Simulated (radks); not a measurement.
Species: Pt XXIII. Configuration: [Kr] 4d10 4f10 (the NIST ground configuration). All-electron calculation, Dirac Kohn-Sham, LB94 model potential, spin-unpolarised, spherical densities, finite nucleus; open shells fill j = l - 1/2 first; Fermi nuclear charge, rms radius 5.427 fm. Program: a radial shooting solver on a logarithmic mesh with Libxc functionals.

Normalised radial functions P(r) = r R(r) (large component), r in bohr:

| r | 4s1/2 | 4p3/2 |
|---|---|---|
| 0.001831 | 0.2758 | 0.0105 |
| 0.002731 | 0.3517 | 0.0219 |
| 0.004042 | 0.4261 | 0.0440 |
| 0.005981 | 0.4788 | 0.0864 |
| 0.008923 | 0.4684 | 0.1651 |
| 0.01321 | 0.3367 | 0.2935 |
| 0.01954 | 0.0347 | 0.4760 |
| 0.02892 | -0.4026 | 0.6647 |
| 0.04315 | -0.7415 | 0.7041 |
| 0.06386 | -0.5274 | 0.3458 |
| 0.0945 | 0.3874 | -0.4515 |
| 0.141 | 1.1057 | -1.0369 |
| 0.2086 | 0.2156 | -0.3308 |
| 0.3088 | -1.5008 | 1.2447 |
| 0.457 | -1.6912 | 1.7121 |
| 0.6817 | -0.6303 | 0.8089 |
| 1.009 | -0.0747 | 0.1325 |
| 1.493 | -0.0018 | 0.0051 |
| 2.228 | 0.0000 | 0.0000 |

4s1/2: eigenvalue -1288.7 eV, 3 radial nodes at r = 0.0202, 0.0819, 0.219 bohr, <r> = 0.409 bohr, 90 % of the charge inside 0.585 bohr. 4p3/2: eigenvalue -1085.0 eV, 2 radial nodes at r = 0.0770, 0.227 bohr, <r> = 0.441 bohr, 90 % of the charge inside 0.637 bohr.
